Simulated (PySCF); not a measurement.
Ti(Me)2(H)2 (C2H8Ti), SMILES [CH3][TiH2][CH3], multiplicity 1.

Geometry: B3LYP-D3(BJ)/def2-SVP. The spin state was assumed, not searched. The structure was generated by enumeration; whether it is a known compound was not checked.

Level of theory: PBE/def2-TZVPD (PySCF).

Symmetry labels are those of the subgroup C2v that the program uses (full group C2v).

Task: List the valence orbital energies around the gap with their symmetry. (Estimate from the structure and the level; the computed values follow.)

Result: 
| orbital | symmetry | energy (eV) |
|---|---|---|
| HOMO−7 | A1 | -10.17 |
| HOMO−6 | A2 | -9.95 |
| HOMO−5 | B2 | -9.94 |
| HOMO−4 | B1 | -9.74 |
| HOMO−3 | A1 | -7.38 |
| HOMO−2 | B2 | -6.75 |
| HOMO−1 | A1 | -6.66 |
| HOMO | B1 | -6.61 |
| LUMO | A1 | -3.30 |
| LUMO+1 | A2 | -3.21 |
| LUMO+2 | B2 | -2.19 |
| LUMO+3 | A1 | -2.12 |
